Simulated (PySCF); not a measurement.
**Atomic charges by several schemes**

Compound: CH₁₁NSi₃.
SMILES with atom numbers: `[CH3:1][NH:2][SiH:3]([SiH3:4])[SiH3:5]` (hydrogens: H6, H7, H8 on C1; H9 on N2; H10 on Si3; H11, H12, H13 on Si4; H14, H15, H16 on Si5)

Cartesian coordinates in Å at the GFN2-xTB level; atoms count from 1:
```
atom  x, y, z in Å
C1    -0.8847    2.1049   -0.5526
N2     0.2455    1.2394   -0.3235
Si3    0.1531   -0.2148    0.6100
Si4   -1.5773   -1.4712   -0.2896
Si5    2.2908   -1.0921    0.5487
H6    -1.0584    2.7986    0.2788
H7    -1.7774    1.4937   -0.6751
H8    -0.7371    2.6901   -1.4630
H9     1.1043    1.7686   -0.2949
H10   -0.1987    0.0906    2.0291
H11   -1.7243   -1.3315   -1.7421
H12   -1.3646   -2.8999   -0.0360
H13   -2.9046   -1.1607    0.2589
H14    2.3318   -2.3286    1.3324
H15    2.7501   -1.4437   -0.7976
H16    3.3441   -0.2344    1.1050
```

Density: PBE0/pcSseg-1 (PySCF); schemes: Mulliken, IAO, Hirshfeld and ESP-fitted. One conformer (not necessarily the lowest) at the GFN2-xTB geometry, without solvent, vibrations or thermal averaging.

For which atoms does the sign change between the 4 schemes (beyond +0.03 e in one, beyond −0.03 e in another)?

For none.

Which atoms carry the lowest charge in the Mulliken, IAO, Hirshfeld and ESP-fitted schemes?

All schemes agree: Mulliken N2 (-0.688); IAO N2 (-0.668); Hirshfeld N2 (-0.250); ESP-fitted N2 (-0.674).

At which atom do the 4 schemes differ most?

At N2: from -0.688 (Mulliken) to -0.250 e (Hirshfeld), 0.438 e apart.

What partial charge does each atom carry?

In e:

```json
{"atom": "C1", "environment": "N-methyl carbon", "Mulliken": "-0.098", "IAO": "-0.292", "Hirshfeld": "-0.067", "ESP-fitted": "-0.097"}
{"atom": "N2", "environment": "silicon-bound nitrogen", "Mulliken": "-0.688", "IAO": "-0.668", "Hirshfeld": "-0.250", "ESP-fitted": "-0.674"}
{"atom": "Si3", "environment": "SiH silicon", "Mulliken": "+0.299", "IAO": "+0.473", "Hirshfeld": "+0.221", "ESP-fitted": "+0.354"}
{"atom": "Si4", "environment": "SiH3 silicon", "Mulliken": "+0.149", "IAO": "+0.263", "Hirshfeld": "+0.205", "ESP-fitted": "+0.161"}
{"atom": "Si5", "environment": "SiH3 silicon", "Mulliken": "+0.180", "IAO": "+0.280", "Hirshfeld": "+0.208", "ESP-fitted": "+0.050"}
{"atom": "H6", "environment": "methyl hydrogen", "Mulliken": "+0.105", "IAO": "+0.122", "Hirshfeld": "+0.034", "ESP-fitted": "+0.074"}
{"atom": "H7", "environment": "methyl hydrogen", "Mulliken": "+0.127", "IAO": "+0.138", "Hirshfeld": "+0.042", "ESP-fitted": "+0.095"}
{"atom": "H8", "environment": "methyl hydrogen", "Mulliken": "+0.117", "IAO": "+0.144", "Hirshfeld": "+0.044", "ESP-fitted": "+0.083"}
{"atom": "H9", "environment": "N–H hydrogen", "Mulliken": "+0.202", "IAO": "+0.253", "Hirshfeld": "+0.111", "ESP-fitted": "+0.367"}
{"atom": "H10", "environment": "Si–H hydrogen", "Mulliken": "-0.068", "IAO": "-0.141", "Hirshfeld": "-0.098", "ESP-fitted": "-0.109"}
{"atom": "H11", "environment": "Si–H hydrogen", "Mulliken": "-0.045", "IAO": "-0.092", "Hirshfeld": "-0.073", "ESP-fitted": "-0.054"}
{"atom": "H12", "environment": "Si–H hydrogen", "Mulliken": "-0.057", "IAO": "-0.095", "Hirshfeld": "-0.077", "ESP-fitted": "-0.069"}
{"atom": "H13", "environment": "Si–H hydrogen", "Mulliken": "-0.049", "IAO": "-0.094", "Hirshfeld": "-0.075", "ESP-fitted": "-0.063"}
{"atom": "H14", "environment": "Si–H hydrogen", "Mulliken": "-0.062", "IAO": "-0.099", "Hirshfeld": "-0.078", "ESP-fitted": "-0.042"}
{"atom": "H15", "environment": "Si–H hydrogen", "Mulliken": "-0.054", "IAO": "-0.096", "Hirshfeld": "-0.075", "ESP-fitted": "-0.040"}
{"atom": "H16", "environment": "Si–H hydrogen", "Mulliken": "-0.058", "IAO": "-0.093", "Hirshfeld": "-0.072", "ESP-fitted": "-0.034"}
```

Mean size of the charges over all atoms: IAO 0.209 e, ESP-fitted 0.148 e, Mulliken 0.147 e, Hirshfeld 0.108 e. Each set sums to the total charge, 0, to within 0.001 e. The Hirshfeld scheme divides the density at each point in proportion to the densities of the neutral, spherically averaged free atoms.

How many electrons does the IAO scheme count on C1?

Z − q = 6 − (-0.292) = 6.292.

Sum the charges by element, for elements with more than one atom.

```
element  atoms  Mulliken     IAO  Hirshfeld  ESP-fitted
     Si      3    +0.628  +1.016     +0.635      +0.564
      H     11    +0.157  -0.055     -0.318      +0.207
```

The run behind these numbers computed NMR shieldings as well. Time: 32 s wall (with the writing of density and orbital grids); peak memory 0.92 GiB. Hardware: one thread of an Arm Neoverse V1, on a shared host.
